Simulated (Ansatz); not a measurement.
Be₄O₄, relaxed as a singlet with RKS PBE-D4/def2-SVP in Ansatz, starting from the GFN1-xTB geometry. Force threshold 0.02 eV/Å.

Another isomer (singlet) lies 9.80 eV lower at PBE0-D4/def2-TZVP; other spin states weren't run for this one.

Start:

Cartesian coordinates in Å:
```
Be 3.6242 -0.9264 1.8586
Be -3.5833 0.4488 -2.0955
Be -1.1759 0.3297 -0.5949
Be 1.1575 -0.1438 0.6904
O -2.3951 0.4058 -1.3551
O -0.3867 -0.0592 0.6779
O 2.4034 -0.5454 1.2878
O 0.3559 0.4906 -0.4692
```

```
         step  energy (eV)  largest force component (eV/Å)  SCF passes
            1   -9776.5687                           3.355          54
            2   -9776.7814                           1.905          34
            3   -9776.9021                           0.294          82
            4   -9776.9207                           0.332          47
            5   -9776.9569                           0.373          42
            6   -9777.0042                           0.547          44
            7   -9777.1086                           0.806          46
            8   -9777.3142                           0.954          44
 9 (rejected)   -9777.2798                           0.861          44
           10   -9777.3760                           0.172          39
           11   -9777.3835                           0.117          39
12 (rejected)   -9777.3825                           0.125          40
           13   -9777.3882                           0.038          38
           14   -9777.3886                           0.027          36
           15   -9777.3900                           0.029          38
           16   -9777.3903                           0.043          37
           17   -9777.3904                           0.011          37
```

Force components are those of the run's own axes.

End:

```xyz
8

Be    3.3273   -1.2317    1.6785
Be   -3.3747    0.0660   -2.0027
Be   -0.9581    0.4202   -0.4575
Be    0.9693    0.0470    0.6015
O    -2.1725    0.2621   -1.3441
O    -0.5475    0.0266    1.0055
O     2.2491   -0.5949    1.0872
O     0.5071    1.0047   -0.5686
```

Bonds lost: O6–O8 (atoms count from 1).

No frequencies were taken in this run, so the end may be a saddle point.

Hardware: 4 threads of Arm Neoverse V1 on a shared host. Wall time 21 s.
